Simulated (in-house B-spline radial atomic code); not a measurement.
Configurations of neutral argon, with energies counted from [Ne] 3s2 3p6. Computed with an all-electron radial atomic-structure program (B-spline basis): scalar-relativistic (X2C) B97-1, spin-polarised, spherical fractional occupations, exact exchange averaged over the configuration, Fermi nucleus of rms radius 3.4274 fm. Shells without spins written out take the highest spin.

Occupations are held fixed; configurations that lie above the ionisation limit could autoionise.

```csv
configuration,E - E(ref) (eV),highest orbital,its <r> (bohr)
[Ne] 3s2 3p5 4s1,11.685,4s up,5.279
[Ne] 3s1 3p6 4p1,28.428,4p up,7.001
[Ne] 3s1 3p6 4f1,30.204,4f up,17.19
[He] 2s2 2p5 3s2 3p6 4p1,246.22,4p up,6.87
[He] 2s2 2p5 3s2 3p6 4d1,247.64,4d up,13.69
```

(1) Order these further configurations by energy, lowest first.
A. [Ne] 3s1 3p6 4s1
B. [Ne] 3s2 3p5 4p1
C. [Ne] 3s2 3p5 4f1
D. [He] 2s2 2p5 3s2 3p6 3d1
E. [He] 2s2 2p5 3s2 3p6 4s1

Results:

(1) B (13.048 eV), C (14.805 eV), A (27.032 eV), E (244.82 eV), D (247.08 eV).
